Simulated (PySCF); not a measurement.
A geometry optimisation on `C[NH][AlH][Cl]`.

Method: PBE0-D3(BJ)/def2-SVP geometry optimisation, gas phase (PySCF 2.14.0). Start geometry: GFN2-xTB. The command runs a driver script over a list of jobs; the input below is this job's line of settings and its coordinates in Å.

Command:
```bash
OMP_NUM_THREADS=1 python probes_run.py task.json out
```

Input:
```
{"job": {"xc": "PBE0", "basis": "def2-SVP", "d3": "d3bj", "grid": 1, "shake": 0.01, "kind": "geom"}, "charge": 0, "multiplicity": 1}
C     -1.282700    -0.162170    -0.201400
N      0.079650    -0.566870    -0.065500
Al     1.461660     0.491440     0.261690
Cl     3.416810    -0.162660     0.452820
H     -1.948250    -0.609180     0.536990
H     -1.701000    -0.375200    -1.199060
H     -1.336350     0.942070    -0.072670
H      0.176630    -1.563580    -0.185540
H      1.191360     1.988990     0.438930
```

Output:
```
step   0  E = -797.92030772  max force = 0.020893
step   1  E = -797.92276128  max force = 0.002342
step   2  E = -797.92283952  max force = 0.001229
step   3  E = -797.92287205  max force = 0.000569
step   4  E = -797.92288103  max force = 0.000354
optimisation converged
```

Energies in Eh; «max force» is the largest Cartesian gradient component in Eh/bohr.

**Question.** Give the first gradient maximum in eV/Å.

**Answer.** With 1 Eh/bohr = 51.422 eV/Å, 1.074 eV/Å.

In short: final energy -797.92288 Eh after 4 steps; dipole 2.24 D.

**Question.** How long does this job take on an Arm Neoverse V1 with one thread, on a shared host? And the peak memory of the process?

**Answer.** About 12 s, with 0.35 GiB resident at the peak, the Python interpreter and its libraries included.
Labels such as C1 count atoms from 1, the log's own numbers from 0.
